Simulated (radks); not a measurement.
The numbers below are computed, except where a source is named.
Question: Ionisation of neutral phosphorus, [Ne] 3s2 3p3, to P+, [Ne] 3s2 3p2, under several functionals. Scalar-relativistic Kohn-Sham, spin-polarised, spherical densities, finite nucleus; open shells are filled with parallel spins first; a radial shooting solver on a logarithmic mesh with Libxc functionals. Known Delta-SCF values: PBE 10.538 eV. What does PW91 give, and what is its highest occupied eigenvalue?

Answer: 10.578 eV by Delta-SCF; the 3p eigenvalue is -6.320 eV. NIST: 10.487 eV (measured).
